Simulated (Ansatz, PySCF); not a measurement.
Gas-phase reaction (SMILES): C=CCB(C)C [dimethyl(prop-2-enyl)borane] + Cl (HCl) → CB(C)Cl [chloro(dimethyl)borane] + C=CC [prop-1-ene]; hydrogen chloride cleaves one B-C bond, a model of a ligand-exchange step.

Each molecule is optimised on its own at B3LYP-D3(BJ)/def2-TZVP (Ansatz, a quantum-chemistry and plane-wave program), one conformer each, not searched for the lowest. Valence correlation only, unless marked. No spin-orbit coupling. Non-relativistic. CBS marks a two-point X^-3 extrapolation of the correlation energy; Hartree-Fock from the larger set. [CCSD(T)-MP2]/basis is that difference in the basis named. Thermal terms are rigid-rotor harmonic-oscillator values from B3LYP-D3(BJ) frequencies (Ansatz or PySCF) at 298.15 K and 1 atm. 1 Eh = 627.5095 kcal/mol.

```csv
species,"E, RI-MP2/CBS(aug-cc-pV(T+d)Z,aug-cc-pV(Q+d)Z)+[CCSD(T)-MP2]/aug-cc-pV(T+d)Z (Ansatz) (Eh)","E, PBE0-D4/def2-TZVPD (Ansatz + dftd4) (Eh)",H - E (Eh)
C=CCB(C)C,-221.67548,-221.79687,0.15675
Cl (HCl),-460.37874,-460.66608,0.01000
CB(C)Cl,-564.34833,-564.70131,0.08494
C=CC,-117.74462,-117.80020,0.08449
```

Work out ΔE and ΔH at 298.15 K at the first level, then ΔH at the second.


1. ΔE = [(-564.34833) + (-117.74462)] - [(-221.67548) + (-460.37874)] = -0.03873 Eh = -24.3 kcal/mol at RI-MP2/CBS(aug-cc-pV(T+d)Z,aug-cc-pV(Q+d)Z)+[CCSD(T)-MP2]/aug-cc-pV(T+d)Z.
2. The terms H - E add up to 0.00268 Eh, so ΔH = (-0.03873 + (0.00268))×627.5095 = -22.6 kcal/mol.
3. At PBE0-D4/def2-TZVPD the same steps give ΔE = -24.2 and ΔH = -22.5 kcal/mol, a shift of +0.1 from the first level.
4. These values are not checked against measurement here, since the tables used lack a sound gas-phase enthalpy of formation for at least one species.
